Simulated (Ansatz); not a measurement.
`[CH3][Sn]([NH2])([OH])[F]` + H₂ → `[CH3][SnH]([OH])[F]` + NH₃ at 400 K and 1 bar (hydrogenolysis of the Sn–N bond).

Isolated molecules relaxed with PBE0-D4/def2-TZVP in Ansatz; ΔE leaves out vibrations. CCSD(T)/CBS adds triple-zeta CCSD(T) − MP2 to the extrapolated MP2 energy (def2 sets, frozen cores). This one scheme is used for every species. Elements past krypton have def2 core potentials. For Sn outer-core shells are correlated without core-valence functions, which leaves a few kJ/mol of doubt a bond. Each species was taken in one conformer, which may not be the lowest.

| species | CCSD(T)/CBS energy (Eh) | H − E (kJ/mol) | S (J/(mol·K)) |
| --- | --- | --- | --- |
| `[CH3][Sn]([NH2])([OH])[F]` | -485.44180 | 242.0 | 440.4 |
| H₂ | -1.17544 | 38.0 | 139.0 |
| `[CH3][SnH]([OH])[F]` | -430.11060 | 185.2 | 393.0 |
| NH₃ | -56.50880 | 104.2 | 203.1 |

H − E and S are ideal-gas, rigid-rotor, harmonic terms from PBE0-D4/def2-TZVP, for one conformer and one mirror image of each species. For small species the MP2-based limit differs from directly extrapolated CCSD(T) by up to some mEh (0.8 for H₂); such offsets cancel only in part. 1 Eh = 2625.50 kJ/mol, R = 8.31446 J/(mol·K).

Problem. By hand: ΔE, ΔH, ΔS and ΔG.

Solution. ΔE = (-430.11060) + (-56.50880) − (-485.44180) − (-1.17544) = -0.00216 Eh = -5.7 kJ/mol. Δ(H − E) = 185.2 + 104.2 − 242.0 − 38.0 = 9.4, so ΔH = 3.7 kJ/mol. ΔS = 393.0 + 203.1 − 440.4 − 139.0 = 16.7 J/(mol·K). ΔG = 3.7 − 400 × (16.7)/1000 = -3.0 kJ/mol.

Problem. By hand: the equilibrium constant, and the temperature at which ΔG would vanish if ΔH and ΔS stayed fixed.

Solution. log₁₀ K = −ΔG/(RT ln 10) = 0.4. ΔG = 0 at ΔH/ΔS = 222 K, though so small a ΔH makes that figure unsure.

TΔS isn't small against ΔH here. The sign of ΔG lies within the doubt. A doubt of 5 kJ/mol in ΔE shifts log₁₀ K by 0.7 here. Other conformers and mirror images would add mixing entropy, several J/(mol·K) or more a flexible species. Modes under 60 cm⁻¹, often nearly free rotors, make the harmonic entropy too high. These are equilibria of isolated gas molecules and say nothing of rates. Largest T1 diagnostic: 0.013 (customary marks: 0.02 for closed shells, 0.045 for open ones).
